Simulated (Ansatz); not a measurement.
```yaml
crystal:
  periodic: [false, false, false]
  atoms:
    - {symbol: Cl, position_ang: [-2.568171, 0.868463, -0.067231]}
    - {symbol: B, position_ang: [-1.032787, 0.433241, -0.282817]}
    - {symbol: C, position_ang: [0.441763, 0.671719, 0.329634]}
    - {symbol: Si, position_ang: [0.183184, -0.969951, -0.169586]}
    - {symbol: H, position_ang: [1.025930, 1.130737, -0.319883]}
    - {symbol: H, position_ang: [0.562870, 1.186183, 1.393802]}
    - {symbol: H, position_ang: [1.327221, -1.198415, -1.491941]}
    - {symbol: H, position_ang: [0.117059, -2.177118, 0.449018]}
basis:
  gaussian: {orbitals: def2-SVPD}
magnetization: {spin_polarized: true, initial_magnetization: 3}
hamiltonian: {xc: {name: r2SCAN0}}
```

```sh
$ ansatz run in.yaml --threads 2 --pin off --events-out ev --progress --plain --max-ram 4352MiB
```

How does Ansatz answer? (Best estimate.)

Computed: The program refused the input.
```
Error: a molecule whose nuclei and cores have a total charge of 46 cannot have a net charge of 0 together with 3 unpaired electrons
```
